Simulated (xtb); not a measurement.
3-methylpenta-1,2-diene (C6H10), SMILES C=C=C(C)CC. All values are semi-empirical tight-binding results from xtb (GFN2-xTB unless named), good for trends rather than for accurate numbers. Coordinates come from a GFN2-xTB optimisation. The values are those of a single conformer.

Computed properties:
```yaml
orbital_gap: 5.04 eV
dipole_moment: 0.52 D
zero_point_energy: 86.8 kcal/mol
G − E(el) at 298.15 K (modified RRHO): 66.9 kcal/mol
static polarisability (D4 model): 71.6 bohr³
solvation energy, GFN2-xTB/ALPB(water): -0.7 kcal/mol
solvation energy, GFN2-xTB/ALPB(acetonitrile): -4.5 kcal/mol
```

**Question.** Give the IR lines (harmonic; lines under 4 % of the strongest left out, lines within 3 cm⁻¹ merged). (The exact figures need the calculation; the answer reports its results.)

**Answer.** ν (cm⁻¹): 765 (w), 819 (w), 857 (s), 976 (w), 1024 (w), 1042 (w), 1085 (w), 1205 (w), 1313 (w), 1333 (w), 1455 (m), 1483 (w), 1503 (w), 2093 (vs), 2963 (s), 2984 (m), 2995 (s), 3012 (m), 3029 (s), 3035 (s), 3039 (m), 3048 (s), 3060 (vs) (against the strongest line: vs over 80 %, s over 45 %, m over 15 %, w over 4 %, vw less)
